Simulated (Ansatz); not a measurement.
`C[O][GeH2]` radical, 8 atoms. The species carries charge 0 and has multiplicity 2. Correlated methods include outer-core shells of Ge, which these sets cover unevenly. Scalar relativity is left out up to krypton. All runs use 4 threads of an Arm Neoverse V1 on a shared host. Correlated methods freeze the cores. Open-shell runs search over several starts.

(1) How many basis functions does each run have, and how long does it take in Ansatz? UKS PBE0-D4/def2-TZVP relaxation (6 steps); UKS BHLYP-D4/def2-TZVPP energy; UKS PBE0-D4/def2-SVP energy; UKS ωB97M-V/def2-QZVPP energy; UKS PBE0-D4/def2-TZVP frequencies; direct RPA on PBE orbitals/def2-TZVPP energy; UHF-CCSD(T)/def2-TZVPP energy; UKS LC-ωPBE/def2-TZVPP energy; UKS BLYP-D4/def2-TZVPP energy; UHF-CCSD(T)/def2-SVP energy; UKS PBE0-D4/def2-QZVPP energy; UKS ωB97M-V/def2-SVP energy. (An estimate is asked.)

Answers

(1) Ansatz gave: Other jobs shared the machine, so times are rough.

| level | job | functions | wall time | peak host memory (GiB) |
| --- | --- | --- | --- | --- |
| UKS PBE0-D4/def2-SVP | energy | 85 | 1.5 s | 0.21 |
| UKS BLYP-D4/def2-TZVPP | energy | 180 | 2.2 s | 0.23 |
| UKS LC-ωPBE/def2-TZVPP | energy | 180 | 2.7 s | 0.31 |
| UKS BHLYP-D4/def2-TZVPP | energy | 180 | 3.1 s | 0.49 |
| direct RPA on PBE orbitals/def2-TZVPP | energy | 180 | 5.5 s | 0.5 |
| UKS ωB97M-V/def2-SVP | energy | 85 | 6 s | 0.38 |
| UHF-CCSD(T)/def2-SVP | energy | 85 | 8.5 s | 0.55 |
| UKS PBE0-D4/def2-QZVPP | energy | 353 | 9 s | 1.2 |
| UKS PBE0-D4/def2-TZVP | relaxation (6 steps) | 140 | 18 s | 0.4 |
| UKS ωB97M-V/def2-QZVPP | energy | 353 | 22 s | 1.6 |
| UKS PBE0-D4/def2-TZVP | frequencies | 140 | 74 s | 0.4 |
| UHF-CCSD(T)/def2-TZVPP | energy | 180 | 3 min | 4.7 |

LC-ωPBE has ω = 0.4 bohr⁻¹.
